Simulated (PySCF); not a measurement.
**Polarisability and C₆ of Xe (xenon, neutral)**

[Xe], closed-shell 1S. All numbers are calculated (PySCF 2.14, the spin-free X2C one-electron Hamiltonian (Gaussian nucleus), in aug-cc-pVQZ-DK3). Coupled (time-dependent) response in atomic units; α is the mean over directions.

| method | mean α (bohr³) | C₆ (like pair) | S(−4) |
| --- | --- | --- | --- |
| wB97X | 27.98 | 295.9 | 138.2 |

S(−4) is the Cauchy moment in α(ω) = α(0) + S(−4) ω² + …

Reference α: 27.32 ± 0.2 bohr³ (recommended; Schwerdtfeger and Nagle, table of static dipole polarizabilities (2023 update)). Published C₆: 302.0 (Gould and Bucko (2016)).

α(iu) at wB97X:

```
u (hartree)  α(iu) (bohr³)
          0          27.98
     0.0500          27.64
      0.100          26.68
      0.200          23.56
      0.300          19.94
      0.500          13.82
      0.750          9.020
       1.00          6.258
       1.50          3.527
       2.00          2.300
       3.00          1.246
       5.00         0.5597
```

A single London oscillator, α(iu) = α/(1 + u²/ω²), gives C₆ = (3/4) ω α². Matching the computed C₆ needs ω = 4 × 295.9 / (3 × 27.98²) = 0.504 hartree.
